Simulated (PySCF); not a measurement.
SnBr, SMILES [Br][Sn+] (connectivity only; charge and spin as stated), charge +1, multiplicity 1.

Geometry optimised at B3LYP-D3(BJ)/def2-TZVP. The spin state was assumed, not searched. The def2 effective core potentials stand for the cores of Sn; spin–orbit coupling is left out.

Two levels are set side by side: TDDFT-PBE/def2-TZVPD (PySCF) and TDDFT-CAM-B3LYP/def2-TZVPD (PySCF). Vertical, same geometry. The lowest singlet is HOMO→LUMO 50 %, HOMO−1→LUMO+1 50 % with PBE and HOMO→LUMO 50 %, HOMO−1→LUMO+1 50 % with the other functional; states are paired by order. Differences are taken from unrounded values.

```json
[
 {"quantity": "lowest singlet excitation (eV)", "TDDFT-CAM-B3LYP": "4.07", "TDDFT-PBE": "3.62", "TDDFT-PBE minus TDDFT-CAM-B3LYP": "-0.45"},
 {"quantity": "lowest triplet excitation (TDA) (eV)", "TDDFT-CAM-B3LYP": "3.48", "TDDFT-PBE": "3.22", "TDDFT-PBE minus TDDFT-CAM-B3LYP": "-0.27"},
 {"quantity": "first bright state (f over 0.05) (eV)", "TDDFT-CAM-B3LYP": "5.16", "TDDFT-PBE": "4.77", "TDDFT-PBE minus TDDFT-CAM-B3LYP": "-0.39"},
 {"quantity": "its oscillator strength", "TDDFT-CAM-B3LYP": "0.06", "TDDFT-PBE": "0.08", "TDDFT-PBE minus TDDFT-CAM-B3LYP": "0.02"}
]
```

Functionals without exact exchange tend to place singlet excitations lower, as here. Differences between two approximate levels are no errors against the true value.

Rough cost on one machine, each run with all the roots and properties that it gave: TDDFT-CAM-B3LYP against TDDFT-PBE about 4 times.
